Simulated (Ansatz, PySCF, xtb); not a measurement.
Reaction (SMILES): NC=O + 3 [H][H] (H2) -> C (CH4) + N (NH3) + O (H2O)
Geometries: B3LYP-D3(BJ)/def2-TZVP minima from Ansatz (an electronic-structure program), one conformer each, not searched for the lowest.

Property: energy of full hydrogenation (enthalpy at 298 K, with B3LYP-D3(BJ) rigid-rotor harmonic-oscillator terms from PySCF), in kcal/mol. Valence correlation only, unless marked. Spin-orbit coupling is left out. Non-relativistic. Basis-set limits of correlation are two-point, X^-3; Hartree-Fock from the larger set. The bracket is a focal-point correction in the basis named.

From measured enthalpies of formation at 298 K: -40.2 kcal/mol (NC=O -46.3, CRC Handbook; [H][H] (H2) 0.0, ATcT 1.112; C (CH4) -17.8, ATcT 1.112; N (NH3) -10.9, ATcT 1.112; O (H2O) -57.8, ATcT 1.112). It holds spin-orbit effects, and any other conformers, which the calculations lack, and core correlation, which the frozen-core levels lack. This is an older compilation, not checked against later work.

```tsv
level	program	energy of full hydrogenation (kcal/mol)	error against measurement
GFN1-xTB	xtb	-70.0	-29.8
BLYP-D4/def2-TZVPD	Ansatz + dftd4	-29.9	10.3
TPSS/def2-TZVPD	PySCF	-28.1	12.1
M06-L/def2-TZVPD	PySCF	-39.7	0.5
B97M-V/def2-TZVPD	Ansatz	-39.8	0.4
PBE0-D3(BJ)/def2-TZVPD	Ansatz + dftd3	-40.7	-0.5
r2SCANh-D4/def2-TZVPD	Ansatz + dftd4	-37.6	2.6
PW6B95-D3(BJ)/def2-TZVPD	PySCF + dftd3	-36.9	3.3
MN15/def2-TZVPD	PySCF	-35.7	4.5
HSE06/def2-TZVPD	Ansatz	-41.0	-0.8
LC-wPBE-D4/def2-TZVPD	Ansatz + dftd4	-41.4	-1.2
B2GP-PLYP-D4/def2-TZVPD	Ansatz + dftd4	-37.7	2.5
PBE-QIDH/def2-TZVPD	Ansatz	-41.7	-1.5
CCSD(T)/aug-cc-pVDZ	Ansatz	-44.0	-3.8
RI-MP2/CBS(aug-cc-pVTZ,aug-cc-pVQZ)+[CCSD(T)-MP2]/aug-cc-pVTZ	Ansatz	-42.0	-1.8
```
